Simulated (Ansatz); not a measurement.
Consider the ligand exchange at a B–C bond: `CCBCC` + CH₃SH → `CCBSC` + `CC`.

Computed with Ansatz on PBE0-D4/def2-TZVP structures; ΔE is electronic, products minus reactants. CBS: MP2 limit from def2 TZ/QZ plus the TZ coupled-cluster correction, frozen cores. This one scheme is used for every species. Each species was taken in one conformer, which may not be the lowest.

```json
{"species": "`CCBCC`", "CCSD/CBS(def2) energy (Eh)": "-183.59490"}
{"species": "CH₃SH", "CCSD/CBS(def2) energy (Eh)": "-438.21275"}
{"species": "`CCBSC`", "CCSD/CBS(def2) energy (Eh)": "-542.13932"}
{"species": "`CC`", "CCSD/CBS(def2) energy (Eh)": "-79.70621"}
```

Question: Work out ΔE.

Answer: ΔE = (-542.13932) + (-79.70621) − (-183.59490) − (-438.21275) = -0.03788 Eh = -1.03 eV. CCSD(T)/CBS gives -1.07 eV.

Largest T1 diagnostic among the species: 0.012.

The D4 term adds −0.04 eV with B3LYP and −0.02 eV with PBE0; it sums over pairs of atoms, weighted by their polarisabilities, and B3LYP, whose exchange is more repulsive, gets the larger term. From PBE to PBE0 (25 % exact exchange), in def2-TZVPP and without D4, ΔE moves by +0.04 eV. In def2-TZVPP, CCSD(T) changes the Hartree–Fock value by −0.14 eV (the triples alone add −0.04 eV) and MP2 by −0.18 eV.

B3LYP here is the variant with VWN-RPA as its local correlation; programs differ in this.
